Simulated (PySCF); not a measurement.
An equivalent PySCF input for Ne²⁺ (neon, charge +2), [He] 2s2 2p4, high-spin 3P determinant, with scalar relativity by spin-free X2C-1e:

```python
from pyscf import gto, scf, dft, mp, cc
import basis_set_exchange as bse
mol = gto.M(atom="Ne 0 0 0", charge=2, spin=2, symmetry="D2h",
            basis=gto.basis.parse(bse.get_basis("x2c-TZVPall", elements=["Ne"], fmt="nwchem", header=False)),
            nucmod="G")
mf = dft.UKS(mol, xc="PBE0").sfx2c1e()
mf.irrep_nelec = {'Ag': (2, 2), 'B1u': (1, 0), 'B2u': (1, 1), 'B3u': (1, 0)}
mf.kernel()
```

It reaches the same state as the run whose output follows, with an energy that differs only through the grid. The run itself started from symmetry-adapted Hartree-Fock orbitals and held the occupation by maximum overlap, on a logarithmic radial grid, so the iterations belong to that start.

```
SCF conv_tol = 1e-09
number electrons alpha = 5  beta = 3
XC functionals = PBE0
    C. Adamo and V. Barone.,  J. Chem. Phys. 110, 6158 (1999)
    M. Ernzerhof and G. E. Scuseria.,  J. Chem. Phys. 110, 5029 (1999)
cycle= 1 E= -126.710528177385  delta_E= -0.0047  |g|= 0.013  |ddm|= 0.0475
cycle= 2 E= -126.710559665856  delta_E= -3.15e-05  |g|= 0.00152  |ddm|= 0.00327
cycle= 3 E= -126.710560180191  delta_E= -5.14e-07  |g|= 0.000254  |ddm|= 0.000536
cycle= 4 E= -126.710560192283  delta_E= -1.21e-08  |g|= 4.51e-05  |ddm|= 9.6e-05
cycle= 5 E= -126.710560192738  delta_E= -4.55e-10  |g|= 2.42e-06  |ddm|= 1.75e-05
converged SCF energy = -126.710560192738  <S^2> = 2.0016637  2S+1 = 3.0011089
```
